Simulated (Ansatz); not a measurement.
Reactions of C₃H₆ClF, SMILES `CC(Cl)CF`.

Calculated with Ansatz (gas phase, PBE0-D4/def2-TZVP geometries, no zero-point term in ΔE). CCSD(T)/CBS adds triple-zeta CCSD(T) − MP2 to the extrapolated MP2 energy (def2 sets, frozen cores). This one scheme is used for every species, atoms too. No spin–orbit coupling; open shells (•) take unrestricted orbitals. Spin–orbit coupling would lower the free atoms: a little for Cl. Elements past krypton have def2 core potentials. For I outer-core shells are correlated without core-valence functions, so the limit isn't a true one: a few kJ/mol of doubt a bond, and 10 to 20 or more in all where bonds break to atoms. Each species was taken in one conformer, which may not be the lowest.

| reaction | CCSD(T)/CBS(def2) (kJ/mol) |
| --- | --- |
| `CC(Cl)CF` → `FCCCl` + `[CH2]` (triplet) | 451 |
| `CC(Cl)CF` → `CCCl` + `[CH]F` | 381 |
| `CC(Cl)CF` + H–F → `FCC(F)Cl` + CH₄ | 49 |
| `CC(Cl)CF` + H₂ → `CC(C)Cl` + H–F | ? |
| `CC(Cl)CF` + `CBN` → `CBNCF` + `CCCl` | 17 |
| `CC(Cl)CF` + HI → `CC(I)CF` + HCl | -14 |
| `CC(Cl)CF` → `C[CH]CF`• + Cl• | 372 |
| `CC(Cl)CF` + H₂O → `CC(O)CF` + HCl | 20 |
| `CC(Cl)CF` → `CC(F)Cl` + `[CH2]` (triplet) | ? |
| `CC(Cl)CF` + H₂ → `FCCCl` + CH₄ | ? |

Question: Fill in the missing values. (An estimate is asked.)

Answer: The calculation gave: `CC(Cl)CF` + H₂ → `CC(C)Cl` + H–F: -107.8 kJ/mol; `CC(Cl)CF` → `CC(F)Cl` + `[CH2]` (triplet): +432.8 kJ/mol; `CC(Cl)CF` + H₂ → `FCCCl` + CH₄: -52.3 kJ/mol.

Largest T1 diagnostic: 0.018, for `[CH]F`.
